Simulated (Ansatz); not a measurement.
Cu₃Cl₄⁻, relaxed as a singlet with RKS PBE-D4/def2-SVPD in Ansatz, starting from the GFN2-xTB geometry. Force threshold 0.02 eV/Å.

The structure comes from a short search, and lower isomers may exist.

Start:

```csv
atom,x (Å),y (Å),z (Å)
Cu1,0.1144,0.0331,0.5549
Cu2,2.5032,2.2077,-0.8860
Cu3,-2.5453,-2.2216,0.6931
Cl4,-1.8535,-0.3030,1.1157
Cl5,2.0971,0.3913,0.0601
Cl6,-3.2676,-4.1053,0.2716
Cl7,2.9516,3.9979,-1.8094
```

| step | energy (eV) | largest force component (eV/Å) | SCF passes |
| --- | --- | --- | --- |
| 1 | -183950.4359 | 1.324 | 19 |
| 2 | -183950.6758 | 0.522 | 21 |
| 3 | -183950.7447 | 0.057 | 26 |
| 4 | -183950.7833 | 0.135 | 26 |
| 5 | -183950.8496 | 0.142 | 27 |
| 6 | -183950.9395 | 0.120 | 26 |
| 7 | -183951.0193 | 0.140 | 27 |
| 8 | -183951.0840 | 0.087 | 27 |
| 9 | -183951.1175 | 0.028 | 27 |
| 10 | -183951.1231 | 0.022 | 22 |
| 11 | -183951.1233 | 0.036 | 22 |
| 12 | -183951.1238 | 0.003 | 23 |
| 13 | -183951.1239 | 0.006 | 22 |
| 14 | -183951.1240 | 0.009 | 22 |

Force components are those of the run's own axes.

End:

```tsv
atom	x (Å)	y (Å)	z (Å)
Cu1	0.1322	0.0343	0.5274
Cu2	1.9237	1.4053	-0.6847
Cu3	-1.9762	-1.4189	0.4759
Cl4	-1.8993	0.7026	1.0691
Cl5	2.2011	-0.6225	0.1340
Cl6	-2.1599	-3.4823	-0.0418
Cl7	1.7784	3.3816	-1.4798
```

By distances, no bond broke or formed, bridged metal pairs apart. The bond that changes most is Cu1–Cl4, from 2.07 to 2.21 Å (atoms count from 1). Metal–metal contacts that move far: Cu1–Cu2 3.54 to 2.56 Å, Cu1–Cu3 3.49 to 2.56 Å. The end is the same structure that another start reached, the lowest one found.

The force fell under the threshold at step 12, but the optimiser went on. No frequencies were taken in this run, so the end may be a saddle point.

Hardware: 4 threads of Intel Xeon on a shared host. Wall time 2.6 min.
